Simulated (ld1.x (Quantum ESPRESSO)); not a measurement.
**Pr (Z = 59), PAW: configuration errors across variants**

Pr (Z = 59), PAW, made with ld1.x (Quantum ESPRESSO) 7.5 (PBEsol, scalar-relativistic). Core [Kr] 4d10, reference 4f3 5s2 5p6 5d0 6s0.5 6p0 (charge +1.5). Waves: 5s (bound): rcut 2.35, rcutus 3.05 bohr; 6s (bound): rcut 2.35, rcutus 3.05 bohr; 5p (bound): rcut 2.25, rcutus 2.75 bohr; 6p (bound, empty): rcut 2.25, rcutus 2.75 bohr; 5d (bound, empty): rcut 2.05, rcutus 2.50 bohr; 5d channel at -0.3 Ry: rcut 2.05, rcutus 2.50 bohr; 4f (bound): rcut 1.10, rcutus 1.45 bohr; 4f channel at 0.7 Ry: rcut 1.10, rcutus 1.45 bohr. Local part: all-electron potential smoothed inside 1.10 bohr (lloc = -2). Core correction: Bessel-smoothed model core, default radius (core density twice the valence density). Augmentation charge: PSQ, inside the norm-conserving radii.

All-electron excitation energies from the reference (eV): (1) 4f3 5s2 5p6 5d0 6s2 6p0 -10.384; (2) 4f3 5s2 5p6 5d0 6s1 6p0 -4.644; (3) 4f3 5s2 5p6 5d0 6s0 6p0 5.888; (4) 4f3 5s2 5p6 5d0 6s1 6p1 -8.093; (5) 4f3 5s2 5p6 5d0 6s0 6p2 -5.716; (6) 4f3 5s2 5p6 5d1 6s0 6p0 -3.752; (7) 4f3 5s2 5p5 5d0 6s2 6p0 15.744.

The default core radius of the base comes out at 1.04 bohr.

The overlap operator is not positive definite (basis up to 400 Ry) in “base”, “waves 5p (bound): rcut 1.94, rcutus 2.06 bohr; 6p (bound): rcut 1.94, rcutus 2.06 bohr”, “local potential all-electron potential smoothed inside 1.25 bohr (lloc = -1)”, “local potential all-electron potential smoothed inside 2.06 bohr (lloc = -2)”, “wave 4f channel at 0.7 Ry: rcut 1.10, rcutus 1.45 bohr becomes 4f channel at 0.66 Ry: rcut 1.10, rcutus 1.45 bohr”, “waves 4f (bound): rcut 1.10, rcutus 1.62 bohr; 4f channel at 0.7 Ry: rcut 1.10, rcutus 1.62 bohr”, “core correction Bessel-smoothed model core inside 0.60 bohr”, “all radii but the core radius scaled by about 1.31 (s 4.00, p 3.62, d 3.28, f 1.90 bohr, rcut 3.08/2.96/2.70/1.44); local potential all-electron potential smoothed inside 1.44 bohr (lloc = -2)”, “waves 5p (bound): rcut 2.25, rcutus 2.50 bohr; 6p (bound): rcut 2.25, rcutus 2.50 bohr”. Such files are unfit for use, however small their errors in these radial tests.

3 further variants failed, have other tests or another functional or relativity, and are left out.

A true bound ghost makes a file unfit for plane-wave use even where its test errors are small: the radial tests pick states by their node count and pass the ghost by.

Errors AE − PS in meV (a dash: test not solved or not reliable):

```csv
change,(1),(2),(3),(4),(5),(6),(7),bound ghosts
base,-8.7,+0.3,-1.4,+1.5,+7.0,+7.8,+39,not determined (overlap not positive)
"waves 5p (bound): rcut 1.94, rcutus 2.06 bohr; 6p (bound): rcut 1.94, rcutus 2.06 bohr",-8.7,+0.3,-1.9,-1.3,+1.8,-0.1,-75,not determined (overlap not positive)
local potential all-electron potential smoothed inside 1.25 bohr (lloc = -1),-7.9,+0.2,-2.2,+25,+34,-6.1,-233,not determined (overlap not positive)
local potential all-electron potential smoothed inside 2.06 bohr (lloc = -2),+3.5,+1.6,-1.9,+2.6,+3.4,+0.9,–,not determined (overlap not positive)
"wave 4f channel at 0.7 Ry: rcut 1.10, rcutus 1.45 bohr becomes 4f channel at 0.66 Ry: rcut 1.10, rcutus 1.45 bohr",-8.7,+0.3,-1.4,+1.5,+7.0,+7.8,+39,not determined (overlap not positive)
"waves 4f (bound): rcut 1.10, rcutus 1.62 bohr; 4f channel at 0.7 Ry: rcut 1.10, rcutus 1.62 bohr",-4.3,+0.9,-1.2,+2.4,+7.1,+13,–,not determined (overlap not positive)
core correction Bessel-smoothed model core inside 0.60 bohr,-8.7,+0.3,-1.4,+1.5,+7.0,+7.8,+39,not determined (overlap not positive)
"all radii but the core radius scaled by about 1.31 (s 4.00, p 3.62, d 3.28, f 1.90 bohr, rcut 3.08/2.96/2.70/1.44); local potential all-electron potential smoothed inside 1.44 bohr (lloc = -2)",–,–,–,–,–,–,–,"d (s not tested, overlap not positive)"
"waves 5p (bound): rcut 2.25, rcutus 2.50 bohr; 6p (bound): rcut 2.25, rcutus 2.50 bohr",-7.9,+0.3,-1.8,-1.1,+2.4,-0.3,-96,not determined (overlap not positive)
```

Question: Give the same row for: waves 5d (bound): rcut 2.05, rcutus 2.62 bohr; 5d channel at -0.3 Ry: rcut 2.05, rcutus 2.62 bohr.

Answer: -8.7, +0.3, -1.4, +1.5, +7.0, +8.0, +39; bound ghosts: not determined (overlap not positive). Its overlap operator is not positive definite in a basis up to 400 Ry (lowest eigenvalue s -0.10, p -0.30), so the file is unfit for use: the generalised eigenproblem breaks down once the basis is large enough, and its test numbers describe a broken file.
